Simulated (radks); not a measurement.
Effect of the nuclear size on neutral fluorine, [He] 2s2 2p5. Method: Dirac Kohn-Sham, relativistic LDA (MacDonald-Vosko exchange, VWN5 correlation), spin-unpolarised, spherical densities, finite nucleus; open shells fill j = l - 1/2 first; Fermi nuclear charge, rms radius 2.8976 fm; computed with a radial shooting solver on a logarithmic mesh with Libxc functionals. The rms radius is varied about that value; shifts are against it.

rms radius (fm),total energy shift (eV),density at nucleus (e/bohr^3),1s1/2 shift (meV)
2.5383,-0.000164,458.8,-0.066
2.6426,-0.000119,458.7,-0.048
2.8976,0,458.4,0.000
3.1236,0.000114,458.2,0.046
3.1961,0.000153,458.2,0.062

Slopes of the eigenvalues against <r^2> in GHz/fm^2, as finite differences over the two radii next to the reference (eigenvalue slopes, not the field-shift constants of lines): 1s1/2 8.22.
